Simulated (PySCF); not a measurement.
Structure problem from calculated spectra and properties.

Formula: C2H10AsBN2.

| Item | Value |
| --- | --- |
| Valence photoelectron | vertical ionisation energy: 8.16 eV [ΔSCF B3LYP/def2-SVPD] |
| Dipole | 2.46 D [B3LYP/def2-SVPD] |
| Rotational structure | rotational constants A, B, C: 3.738, 1.311, 0.992 GHz [PBE0-D3(BJ)/def2-SVP] |
| UV, strongest line | among the 10 lowest singlet transitions: S8 at 6.63 eV (187 nm, f = 0.184) [TDDFT B3LYP/def2-SVPD] |
| Couplings | largest of the computed one-bond spin–spin couplings (means over like bonds): 13C–1H +139.3 (×6), 15N–1H -87.0 (×2), 15N–11B -35.4, 15N–11B -33.9, 15N–13C -12.1 (×2) Hz [B3LYP/pcJ-1 (pcSseg-1 on As), spin–dipole term left out for some pairs] |
| Polarisability | 92.4 au [B3LYP/def2-SVPD] |
| 1H NMR | chemical shifts (computed TMS as zero) by class: 2.54 (6 H), 2.44 (2 H), 1.90 (2 H) ppm [GIAO PBE0/pcSseg-1] |
| Triplet | lowest triplet excitation (Tamm–Dancoff): 5.09 eV [TDA B3LYP/def2-SVPD] |
| 13C NMR | chemical shifts (computed TMS as zero) by class: 39.4 (2 C) ppm [GIAO PBE0/pcSseg-1] |

The electronic properties come from PySCF, for the isolated species, density fitting. Levels stand in brackets. One conformer (not necessarily the lowest) at the PBE0-D3(BJ)/def2-SVP geometry, without solvent, vibrations or thermal averaging. Relativistic effects, spin–orbit coupling among them, are left out although an element past zinc is present. NMR classes are plain means over equivalent atoms (diastereotopic ones count apart unless rotation or inversion swaps them), as if these changed places fast.

Problem. Propose a structure and show how it fits.

Solution. Numbering: `[CH3:1][N:2]([CH3:3])[B:4]([NH2:5])[AsH2:6]`. 2 carbons fall into 1 class: N-methyl carbon [C1/C3] (39.4 ppm, 2 C, up to 7.5 ppm apart in this geometry). Hydrogen classes from least to most shielded: 6 H on 2 N-methyl carbons, C1/C3 (2.54 ppm, a mean of values up to 0.7 ppm apart in this geometry), 2 H on a boron-bound nitrogen, N5 (2.44 ppm), 2 H on an arsenic bonded to B and 2 H, As6 (1.90 ppm, a mean of values up to 0.7 ppm apart in this geometry). The couplings run between: +139.3 Hz, N-methyl carbon [C1] and its hydrogen (with 5 like pairs); -87.0 Hz, boron-bound nitrogen [N5] and its hydrogen (with 1 like pair); -35.4 Hz, boron-bound nitrogen [N2] and three-coordinate boron [B4]; -33.9 Hz, boron-bound nitrogen [N5] and three-coordinate boron [B4]; -12.1 Hz, boron-bound nitrogen [N2] and N-methyl carbon [C1] (with 1 like pair). The first electron is taken from the HOMO, whose largest Löwdin shares are 0.38 on a boron-bound nitrogen, 0.16 on the arsenic bonded to B and 2 H, 0.12 on a boron-bound nitrogen and 0.07 on the three-coordinate boron. By its constants the optimised geometry is an asymmetric top. Structure: `CN(C)B(N)[AsH2]`. The assignments are read from this structure; whether some other isomer fits the data as well wasn't checked. NMR values of atoms bound to As lack the spin–orbit term that these neighbours bring.

Shape of the structure used: `[CH3:1][N:2]([CH3:3])[B:4]([NH2:5])[AsH2:6]`: C1–N2–B4–N5 173°, H–N5–B4–N2 -5°, H–N5–B4–N2 175°, H–As6–B4–N2 -68°, H–As6–B4–N2 -161°.
